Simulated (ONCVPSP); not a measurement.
## An all-electron radial function and its pseudo partner (cerium)

Columns: radius, all-electron u(r) and pseudo u(r) of the 5p shell (level -23.30 eV) of cerium in the configuration [Kr] 4d10 4f1 5s2 5p6 5d1 6s2; LDA (Perdew-Wang 92), scalar-relativistic, ONCV scheme, ONCVPSP 4.0.1.

```
r (bohr)  all-electron  pseudo
   0.143        0.1848  0.0185
   0.285        0.1209  0.0717
   0.428       -0.3525  0.1556
   0.570       -0.4432  0.2613
   0.713       -0.2160  0.3806
   0.855        0.1143  0.5012
   0.998        0.4206  0.6138
   1.140        0.6477  0.7078
   1.283        0.7917  0.7775
   1.425        0.8619  0.8181
   1.568        0.8767  0.8297
   1.710        0.8526  0.8146
   1.853        0.8030  0.7774
   1.995        0.7393  0.7244
   2.138        0.6686  0.6611
   2.280        0.5970  0.5938
   2.423        0.5271  0.5260
   2.565        0.4619  0.4616
   2.708        0.4016  0.4016
   2.850        0.3477  0.3477
   2.992        0.2996  0.2996
   3.135        0.2570  0.2570
   3.278        0.2197  0.2197
   3.420        0.1876  0.1876
   3.563        0.1596  0.1596
   3.705        0.1357  0.1357
```

Problem. How many radial nodes do the two functions have?

Solution. The all-electron 5p function has n − l − 1 = 3 (the table is too coarse to show those close to the nucleus); the pseudo-wave has 0, since the states of the same l below it are removed with the core.

Problem. At about which radius was the pseudo-wave matched?

Solution. 2.85 bohr. The columns agree to 0.0005 from 2.56 bohr on; several derivatives are matched, so the curves merge somewhat inside the radius.

Problem. Is the pseudo-wave norm-conserving?

Solution. Yes: the ONCV scheme keeps the norm inside the radius equal to the all-electron one, which fixes the energy derivative of the logarithmic derivative at the level.
